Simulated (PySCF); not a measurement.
**RuSe₃: from structure and modes to constants**

Level of theory: PBE/[Ru def2-SVP with ECP28, Se def2-SVP], scalar-relativistic core potentials, density fitting, no spin–orbit coupling, PySCF.

The singlet minimum has D3h symmetry. Masses (u): Ru 101.90435, Se 79.91652.

```xyz
4
charge 0 multiplicity 1, angstrom
Ru    0.0000    0.0000    0.0000
Se    2.2081    0.0000    0.0000
Se   -1.1040    1.9123    0.0000
Se   -1.1040   -1.9123    0.0000
```

Harmonic wavenumbers (cm⁻¹): 46.2 (a2'', ×1), 94.9 (e', ×2), 286.8 (a1', ×1), 404.2 (e', ×2).

Problem. Find the principal moments of inertia and the rotational constants. What kind of rotor is it?

Solution. About the centre of mass I = 584.47, 584.47, 1168.9 u Å². With B = 16.8576/I this gives 0.02884, 0.02884, 0.01442 cm⁻¹. The molecule is an oblate symmetric top.

Problem. Find the vibrational entropy and heat capacity at 298.15 K.

Solution. With u = 1.43878 ω/T, each mode gives S = R[u/(eᵘ−1) − ln(1−e⁻ᵘ)] and C = R u² eᵘ/(eᵘ−1)².
```csv
ω (cm⁻¹),u,S (J/(mol K)),C (J/(mol K))
46.2,0.223,20.80,8.28
94.9 (×2),0.458,14.88,8.17
286.8,1.384,6.25,7.11
404.2 (×2),1.951,3.96,6.11
```
The sums over all modes are S = 64.7 and C = 44.0 J/(mol K); the softest mode gives 32 % of the entropy (each member, where degenerate).

Only a few start shapes were tried, so a lower isomer may exist.
